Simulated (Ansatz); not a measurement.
Scan of the C1–H4 bond length

CH₃BBr (SMILES C[B]Br), doublet, at its PBE0-D4/def2-TZVP minimum:

```xyz
6
angstrom
C -0.3204 0.3373 -0.3110
B 0.1576 -1.0562 0.1442
Br 1.6168 -1.4193 1.2885
H -1.0264 0.6877 0.4556
H 0.4850 1.0760 -0.3698
H -0.8703 0.3104 -1.2536
```

The bond length C1–H4 (1.099 Å at the minimum) is set to the values below, the two halves moving rigidly along the bond. Each method's energies count from its own value at the PBE0-D4 minimum structure. Computed with Ansatz 0.2.0 (basis: def2-TZVPP); correlated methods freeze the cores; orbitals are unrestricted. Filled d shells of the heavier atoms are correlated. The def2 sets are not built for correlating such inner shells, so the correlated values are less sure here.

CCSD(T) energies along the scan:
```json
{"bond length (Å)": "0.968", "CCSD(T) (kJ/mol)": "34.2"}
{"bond length (Å)": "1.006", "CCSD(T) (kJ/mol)": "15.9"}
{"bond length (Å)": "1.062", "CCSD(T) (kJ/mol)": "2.3"}
{"bond length (Å)": "1.127", "CCSD(T) (kJ/mol)": "1.1"}
{"bond length (Å)": "1.200", "CCSD(T) (kJ/mol)": "12.9"}
{"bond length (Å)": "1.278", "CCSD(T) (kJ/mol)": "35.4"}
{"bond length (Å)": "1.361", "CCSD(T) (kJ/mol)": "66.0"}
{"bond length (Å)": "1.448", "CCSD(T) (kJ/mol)": "101.8"}
{"bond length (Å)": "1.539", "CCSD(T) (kJ/mol)": "140.6"}
```
They count from the CCSD(T) energy at the PBE0-D4 minimum.

Largest difference from the CCSD(T) curve over the scan: PBE-D4 9.7; r2SCAN-D4 0.8; wB97M-V 5.5; MP2 9.8 kJ/mol. Each curve counts from its own value at the minimum.

T1 diagnostic: at most 0.014. ⟨S²⟩ of the unrestricted Hartree–Fock references: 0.76 (a pure state has 0.75).

For scale, one of the runs: CCSD(T)/def2-TZVPP, 152 basis functions (an equivalent command: `ansatz run in.yaml --threads 4`). The run took 5.7 min on 4 CPU threads (shared host), with 2.5 GiB of host memory at its peak.
